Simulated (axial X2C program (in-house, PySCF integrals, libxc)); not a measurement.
# Excited states of BeF⁻ by EOM-EE-CCSD

Computed with an axial X2C code built on PySCF integrals: two-component X2C with atomic mean-field Coulomb and Gaunt terms, Gaussian nuclei, basis F dyall-av3z, Be dyall-acv3z with contracted cores.

R = 1.406 Å (near the PBE0 minimum at charge -1 of the determinant lowest at the starting distance; the state shown can have its own minimum elsewhere).

Hartree–Fock spinors of BeF⁻ (one of each Kramers pair; a window near the gap, which can cut inner shells):

```
  ω  occupied  ε (eV)                   character
1/2       yes  -13.23   88% F p, 5% Be p, 3% Be s
1/2       yes  -11.69   86% F p, 5% Be d, 5% Be p
3/2       yes  -11.65   86% F p, 5% Be d, 5% Be p
1/2       yes   -1.00  67% Be s, 20% Be p, 7% F p
1/2        no    2.65                   100% Be p
3/2        no    2.65                   100% Be p
1/2        no    2.69                    99% Be p
1/2        no    3.81           91% Be s, 5% Be p
1/2        no    5.39            92% Be p, 6% F p
3/2        no    5.39            92% Be p, 6% F p
```

Vertical excitation energies from the closed-shell determinant state of BeF⁻:

```json
{"Ω": "0", "excitation (eV)": "1.426", "cm⁻¹": "11502", "hole of the leading pair": "67% Be sσ, 20% Be pσ, 7% F pσ", "particle of the leading pair": "95% Be pπ", "weight of the pair (for Ω = 0 its time-reversed partner can hold as much again)": "0.90", "singles weight": "0.91"}
{"Ω": "0", "excitation (eV)": "1.426", "cm⁻¹": "11502", "hole of the leading pair": "67% Be sσ, 20% Be pσ, 7% F pσ", "particle of the leading pair": "95% Be pπ", "weight of the pair (for Ω = 0 its time-reversed partner can hold as much again)": "0.91", "singles weight": "0.91"}
{"Ω": "1", "excitation (eV)": "1.426", "cm⁻¹": "11504", "hole of the leading pair": "67% Be sσ, 20% Be pσ, 7% F pσ", "particle of the leading pair": "95% Be pπ", "weight of the pair (for Ω = 0 its time-reversed partner can hold as much again)": "0.46", "singles weight": "0.91"}
{"Ω": "2", "excitation (eV)": "1.427", "cm⁻¹": "11506", "hole of the leading pair": "67% Be sσ, 20% Be pσ, 7% F pσ", "particle of the leading pair": "95% Be pπ", "weight of the pair (for Ω = 0 its time-reversed partner can hold as much again)": "0.91", "singles weight": "0.91"}
{"Ω": "1", "excitation (eV)": "1.553", "cm⁻¹": "12524", "hole of the leading pair": "67% Be sσ, 20% Be pσ, 7% F pσ", "particle of the leading pair": "99% Be pπ", "weight of the pair (for Ω = 0 its time-reversed partner can hold as much again)": "0.45", "singles weight": "0.89"}
{"Ω": "1", "excitation (eV)": "1.589", "cm⁻¹": "12813", "hole of the leading pair": "67% Be sσ, 20% Be pσ, 7% F pσ", "particle of the leading pair": "89% Be pσ, 10% Be sσ", "weight of the pair (for Ω = 0 its time-reversed partner can hold as much again)": "0.91", "singles weight": "0.91"}
{"Ω": "0⁻", "excitation (eV)": "1.589", "cm⁻¹": "12813", "hole of the leading pair": "67% Be sσ, 20% Be pσ, 7% F pσ", "particle of the leading pair": "89% Be pσ, 10% Be sσ", "weight of the pair (for Ω = 0 its time-reversed partner can hold as much again)": "0.46", "singles weight": "0.91"}
{"Ω": "0⁺", "excitation (eV)": "1.633", "cm⁻¹": "13169", "hole of the leading pair": "67% Be sσ, 20% Be pσ, 7% F pσ", "particle of the leading pair": "99% Be pσ", "weight of the pair (for Ω = 0 its time-reversed partner can hold as much again)": "0.45", "singles weight": "0.89"}
{"Ω": "1", "excitation (eV)": "1.754", "cm⁻¹": "14146", "hole of the leading pair": "67% Be sσ, 20% Be pσ, 7% F pσ", "particle of the leading pair": "80% Be sσ, 14% Be pσ", "weight of the pair (for Ω = 0 its time-reversed partner can hold as much again)": "0.95", "singles weight": "0.95"}
{"Ω": "0⁻", "excitation (eV)": "1.754", "cm⁻¹": "14146", "hole of the leading pair": "67% Be sσ, 20% Be pσ, 7% F pσ", "particle of the leading pair": "80% Be sσ, 14% Be pσ", "weight of the pair (for Ω = 0 its time-reversed partner can hold as much again)": "0.47", "singles weight": "0.95"}
```

This point took 16 s on 1 thread of Intel(R) Xeon(R) 6975P-C (Granite Rapids) (shared host).

Reference electrons by ω block (each with its −ω partner): 1/2: 6, 3/2: 1. 10 electrons of BeF⁻ correlated (inner shells frozen), 88 natural virtual spinors (a truncated set); levels can be off by some tenths of an eV. Roots sought by Ω: (0: 5, 1: 4, 2: 3, 3: 1); the list ends where they run out and leaves out roots under 60 % singles weight. The solver can skip a root, and states that need a further excitation, which the method places far too high, are missing though they may lie low or lowest. T1 of the reference 0.018 (Lee–Taylor). The highest Hartree–Fock level of the anion lies at -1.00 eV; relaxation, partly offset by correlation, puts the detachment threshold some tenths of an eV to over one eV lower in magnitude, and states above it are held by the basis set and are not bound; that holds for every row here. Number of frozen shells: F 1 s; Be 1 s.
